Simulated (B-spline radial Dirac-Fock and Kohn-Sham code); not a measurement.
K-line shifts caused by a second vacancy in Tb⁵⁺

System: the Tb⁵⁺ ion, [Kr] 4d10 4f7 5s2 5p5.

The computed values come from a radial atomic solver: multi-electron Dirac-Fock with separately optimised hole states, Breit and Lamb-shift corrections added in first order. Each two-hole energy is an average over J within one jj subconfiguration, not an observable level; in light atoms, where LS coupling holds, the j-resolved values are not observed lines, and for a K spectator the Kα1 hypersatellite is nearly forbidden. Correlation and solid-state effects are left out.

Lines without a spectator: Kα2 (K-L2) 43740.8 eV, Kα1 (K-L3) 44478.6 eV, Kβ3 (K-M2) 50223.7 eV, Kβ1 (K-M3) 50378.4 eV. Shifts in eV with one spectator hole (a dash: not computed, or left out as unreliable):

```tsv
spectator hole	Kα2	Kα1	Kβ3	Kβ1
K (1s)	+813.3	+859.4	+1047.9	+1058.4
L2 (2p1/2)	+98.5	+129.0	–	+256.6
L3 (2p3/2)	+82.9	+87.5	+207.2	–
M2 (3p1/2)	–	+18.69	+38.5	+45.8
M3 (3p3/2)	+11.56	–	+35.3	+35.3
M4 (3d3/2)	+3.56	+0.19	–	–
M5 (3d5/2)	-1.07	+2.12	–	–
```

Run: 62 s of CPU time on 1 thread of Intel(R) Xeon(R) Platinum 8259CL CPU @ 2.50GHz (shared host), peak memory 0.52 GiB.
